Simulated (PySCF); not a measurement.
# Hartree-Fock beside MP2: AlBH3NO

Calculated results; nothing here was measured. The program is PySCF 2.14.0, an open-source quantum chemistry code, run on an isolated molecule that a program drew, which may never have been made. The molecule is AlBH3NO (charge 0, singlet), drawn as the SMILES string `[NH2][AlH][B]=O`.

The geometry was optimised and harmonic frequencies were computed with HF and MP2, all in the cc-pV(D+d)Z basis, for the commonest isotopes, with a restricted reference for singlets and an unrestricted one otherwise, and a frozen core in MP2. Each result is a local minimum of its method.

Geometry at the HF minimum:
```xyz
7
AlBH3NO, angstrom
N     2.4688   -1.7559    0.4407
Al    1.2395   -1.7035   -0.8109
B     0.4750   -3.5797   -1.4837
O     0.0528   -4.6273   -1.8545
H     2.9112   -0.9510    0.8447
H     2.8396   -2.5875    0.8621
H     0.7325   -0.3397   -1.4011
```

Lengths of the bonds as drawn, in Å (atoms numbered as above):
```
bond,HF,MP2
N1-Al2,1.755,1.769
Al2-B3,2.135,2.117
B3-O4,1.189,1.224
N1-H5,1.003,1.018
N1-H6,1.003,1.018
Al2-H7,1.570,1.572
```

Rotational constants, in GHz:
```
constant     HF    MP2
       A  19.79  19.48
       B  2.588  2.572
       C  2.289  2.272
```

Harmonic frequencies in cm^-1, each column in rising order, so a row needn't be the same motion in every method:
| rank | HF | MP2 |
|---|---|---|
| 1 | 132 | 122 |
| 2 | 262 | 239 |
| 3 | 361 | 327 |
| 4 | 422 | 406 |
| 5 | 458 | 442 |
| 6 | 504 | 452 |
| 7 | 555 | 546 |
| 8 | 619 | 580 |
| 9 | 782 | 741 |
| 10 | 870 | 841 |
| 11 | 1677 | ? |
| 12 | 2033 | 1894 |
| 13 | 2115 | 2004 |
| 14 | 3775 | 3601 |
| 15 | 3857 | 3701 |

**Estimate the missing MP2 frequency from the HF column.**

A single factor s that minimises the squared misfit of MP2 against s times HF over the other rows is sum(HF x MP2) / sum(HF^2) = 0.9527, with an rms misfit of 18 cm^-1. For rank 11 it gives 0.9527 x 1677 = 1598 cm^-1. The calculation gives 1550 cm^-1, 48 cm^-1 below the estimate. The drawn bonds are on average 1.0 % longer in MP2 than in HF.
